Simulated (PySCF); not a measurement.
Cl₄Si, charge -1, doublet, at a GFN2-xTB geometry (a state made from the parent by changing its charge; the spin is typed, not shown lowest) (a gas-phase anion, which may not be bound at this level); CASSCF(7,6)/6-31G run with PySCF.

Input for PySCF:
```python
from pyscf import gto, scf, mcscf
import numpy

mol = gto.Mole()
mol.atom = '''
    Cl   -1.283675   -1.097011   -0.791233
    Si   -0.107618    0.190593    0.321068
    Cl   -0.894885    2.078780   -0.715443
    Cl    0.520265   -1.415324    1.833082
    Cl    1.746922    0.276595   -0.590815
'''
mol.basis = '6-31g'
mol.charge = -1
mol.spin = 1
mol.verbose = 4
mol.build()

mf = scf.ROHF(mol)
mf.kernel()
mc = mcscf.CASSCF(mf, 6, 7)
mc.fix_spin_(ss=0.75)
mc.kernel()
occ = numpy.linalg.eigvalsh(mc.fcisolver.make_rdm1(mc.ci, mc.ncas, mc.nelecas))[::-1]
ss = mc.fcisolver.spin_square(mc.ci, mc.ncas, mc.nelecas)[0]
print('natural occupations', occ.round(4), ' <S^2>', round(ss, 4))
```

It wrote (shortened):

```
PySCF version 2.14.0

[INPUT] verbose = 4
[INPUT] num. atoms = 5
[INPUT] num. electrons = 83
[INPUT] charge = -1
[INPUT] spin (= nelec alpha-beta = 2S) = 1
[INPUT] symmetry False subgroup None
[INPUT] Mole.unit = angstrom
[INPUT] Symbol           X                Y                Z      unit          X                Y                Z       unit  Magmom
[...]
nuclear repulsion = 502.243332890127
number of shells = 35
number of NR pGTOs = 230
number of NR cGTOs = 65
basis = 6-31g
ecp = {}

******** <class 'pyscf.scf.rohf.ROHF'> ********
method = ROHF
initial guess = minao
damping factor = 0
level_shift factor = 0
DIIS = <class 'pyscf.scf.diis.CDIIS'>
diis_start_cycle = 1
diis_space = 8
diis_damp = 0
SCF conv_tol = 1e-09
SCF conv_tol_grad = None
SCF max_cycles = 50
direct_scf = True
direct_scf_tol = 1e-13
num. doubly occ = 41  num. singly occ = 1
Set gradient conv threshold to 3.16228e-05
init E= -2127.19874451484
[...]
cycle= 1 E= -2126.84270608337  delta_E= 0.356  |g|= 0.411  |ddm|= 2.01
[...]
cycle= 2 E= -2126.9094890207  delta_E= -0.0668  |g|= 0.174  |ddm|= 1.05
[...]
cycle= 3 E= -2126.92404754381  delta_E= -0.0146  |g|= 0.0221  |ddm|= 0.278
[...]
cycle= 4 E= -2126.92482729491  delta_E= -0.00078  |g|= 0.00666  |ddm|= 0.095
[...]
cycle= 5 E= -2126.92491942138  delta_E= -9.21e-05  |g|= 0.00278  |ddm|= 0.0326
[...]
cycle= 6 E= -2126.92492945635  delta_E= -1e-05  |g|= 0.000619  |ddm|= 0.0113
[...]
cycle= 7 E= -2126.924930036  delta_E= -5.8e-07  |g|= 0.000117  |ddm|= 0.00295
[...]
cycle= 8 E= -2126.92493005179  delta_E= -1.58e-08  |g|= 1.64e-05  |ddm|= 0.00041
[...]
cycle= 9 E= -2126.92493005203  delta_E= -2.48e-10  |g|= 3.2e-06  |ddm|= 5.07e-05
[...]
Extra cycle  E= -2126.92493005204  delta_E= -5.46e-12  |g|= 1.17e-06  |ddm|= 8.26e-06
converged SCF energy = -2126.92493005204

******** <class 'pyscf.mcscf.mc1step.CASSCF'> ********
CAS (4e+3e, 6o), ncore = 38, nvir = 21
max_cycle_macro = 50
max_cycle_micro = 4
conv_tol = 1e-07
conv_tol_grad = None
orbital rotation max_stepsize = 0.02
orbital rotation threshold for CI restart = 0.01
augmented hessian ah_max_cycle = 30
augmented hessian ah_conv_tol = 1e-12
augmented hessian ah_linear dependence = 1e-14
augmented hessian ah_level shift = 1e-08
augmented hessian ah_start_tol = 2.5
augmented hessian ah_start_cycle = 3
augmented hessian ah_grad_trust_region = 3
kf_trust_region = 3
kf_interval = 4
ci_response_space = 4
ci_grad_trust_region = 3
with_dep4 0
natorb = False
canonicalization = True
[...]
CASCI E = -2126.92522960283  S^2 = 0.7500000
[...]
macro iter  13 (  7 JK    2 micro), CASSCF E = -2126.94379325972  dE = -2.60254556e-05  S^2 = 0.7500000
               |grad[o]|=0.00165  |grad[c]|=0.0334  |ddm|=0.00161  |maxRot[o]|=0.0698
macro iter  14 (  7 JK    2 micro), CASSCF E = -2126.94381582744  dE = -2.25677186e-05  S^2 = 0.7500000
               |grad[o]|=0.00141  |grad[c]|=0.0293  |ddm|=0.00137  |maxRot[o]|=0.0698
macro iter  15 (  7 JK    2 micro), CASSCF E = -2126.94383437933  dE = -1.85518907e-05  S^2 = 0.7500000
               |grad[o]|=0.00118  |grad[c]|=0.0213  |ddm|=0.00111  |maxRot[o]|=0.0698
macro iter  16 (  7 JK    2 micro), CASSCF E = -2126.94384841970  dE = -1.40403718e-05  S^2 = 0.7500000
               |grad[o]|=0.000961  |grad[c]|=0.0108  |ddm|=0.000863  |maxRot[o]|=0.0698
macro iter  17 (  7 JK    2 micro), CASSCF E = -2126.94385732686  dE = -8.90715683e-06  S^2 = 0.7500000
               |grad[o]|=0.000725  |grad[c]|=0.00082  |ddm|=0.000676  |maxRot[o]|=0.0698
macro iter  18 (  6 JK    2 micro), CASSCF E = -2126.94386013932  dE = -2.81245639e-06  S^2 = 0.7500000
               |grad[o]|=0.000484  |grad[c]|=0.00202  |ddm|=0.000472  |maxRot[o]|=0.0499
macro iter  19 ( 12 JK    3 micro), CASSCF E = -2126.94385799887  dE =  2.14044712e-06  S^2 = 0.7500000
               |grad[o]|=0.000251  |grad[c]|=0.00225  |ddm|=0.000217  |maxRot[o]|=0.0539
macro iter  20 ( 21 JK    4 micro), CASSCF E = -2126.94385836800  dE = -3.69130703e-07  S^2 = 0.7500000
               |grad[o]|=0.000411  |grad[c]|=0.000394  |ddm|=6.87e-05  |maxRot[o]|=0.00143
macro iter  21 (  7 JK    2 micro), CASSCF E = -2126.94386003708  dE = -1.66907921e-06  S^2 = 0.7500000
               |grad[o]|=0.000223  |grad[c]|=0.00116  |ddm|=5.46e-05  |maxRot[o]|=0.0383
macro iter  22 (  7 JK    2 micro), CASSCF E = -2126.94386064286  dE = -6.05781679e-07  S^2 = 0.7500000
               |grad[o]|=0.00017  |grad[c]|=0.00178  |ddm|=4.75e-05  |maxRot[o]|= 0.04
macro iter  23 (  7 JK    1 micro), CASSCF E = -2126.94386068796  dE = -4.51032065e-08  S^2 = 0.7500000
               |grad[o]|=5.81e-05  |grad[c]|=0.000122  |ddm|=4.58e-05  |maxRot[o]|=0.00399
1-step CASSCF converged in  23 macro (260 JK  61 micro) steps
CASSCF canonicalization
Density matrix diagonal elements [1.99491087 1.9837912  1.99557939 1.00244117 0.00937063 0.01390674]
CASSCF energy = -2126.94386068796
CASCI E = -2126.94386068796  E(CI) = -28.7018662718829  S^2 = 0.7500000
natural occupations [2.     1.9907 1.9845 1.0019 0.0138 0.0092]  <S^2> 0.75
```
